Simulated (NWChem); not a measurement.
Species: ZnHF; SMILES [ZnH][F]

Results from NWChem. Medium grid unless said otherwise, to which SCAN and Minnesota functionals are sensitive. All runs use the structure optimised with PBE0/def2-SVP. Hybrids' shares of exact exchange are those that their runs print; pure functionals count as 0. The functionals differ in more than this share.

```csv
row,share of exact exchange,highest occupied level (eV)
PBE/def2-SVP,0.00,-7.40
r2SCAN/def2-SVP,0.00,-7.90
TPSSh/def2-SVP,0.10,-8.34
B3LYP/def2-SVP,0.20,-9.08
B97-2/def2-SVP,0.21,-9.07
MPW1K/def2-SVP,0.43,-10.32
BHandHLYP/def2-SVP,0.50,-10.56
Hartree-Fock/def2-SVP,1.00,withheld
```

Q: Fit a straight line of the last column on the one before it, predict the withheld value, and compare with the run.

A: 
1. Means of the 7 shown rows: x = 0.206, y = -8.953. Slope Σ(x − x̄)(y − ȳ)/Σ(x − x̄)² = -1.380/0.2328 = -5.929; intercept -7.733.
2. The shown rows scatter about the line by 0.166 (root mean square); the largest residual is +0.33, at PBE/def2-SVP.
3. At x = 1.00 (Hartree-Fock/def2-SVP; beyond the shown range) the line gives -13.66.
4. The run gives -12.37, +1.29 from the line, 7.8 times the scatter.
